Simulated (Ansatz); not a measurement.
The C2–H7 bond of C2H6Ge (SMILES C=[CH][GeH3]) is stretched (multiplicity 1, the rest rigid).
Geometry at rest (charge 0, multiplicity 1):
```xyz
9

Ge     0.6675    -0.2297    -0.1139
C     -1.0351     0.7164    -0.1529
C     -2.0617     0.4047     0.6306
H      0.9740    -0.8473    -1.4915
H      0.5865    -1.3438     0.9445
H      1.8143     0.7362     0.2397
H     -1.1413     1.5395    -0.8542
H     -3.0008     0.9473     0.5901
H     -2.0124    -0.4068     1.3489
```

Cores are frozen in the correlated methods. Filled d and f shells under p-block atoms count as core.

Programs: Ansatz (Gaussian orbitals). Each number belongs to the level named beside it.

Energies above the point at 1.087 Å (the B3LYP-D3(BJ) bond length), FIC-MRCISD+Q on CASSCF(2,2)/cc-pVDZ (kcal/mol): 7.68 at 0.978 Å; 2.71 at 1.195 Å; 108.12 at 3.477 Å.

Task: Take the last value as the depth D of a Morse curve D(1 − e^(−a(R − R₀)))², fit a and R₀ to the two near points, and test it at 1.467 and 1.901 Å.

Result: 
With D = 108.1, both near points (counted from the curve's value at 1.087 Å) are met by a = 1.91 Å⁻¹ and R₀ = 1.103 Å, so k = 2Da² = 786 kcal/(mol Å²). The curve then gives 27.0 and 66.0 kcal/mol; the level itself gives 27.1 and 68.5, so Morse is off by -0.1 and -2.5.

Ansatz is a first-principles code.
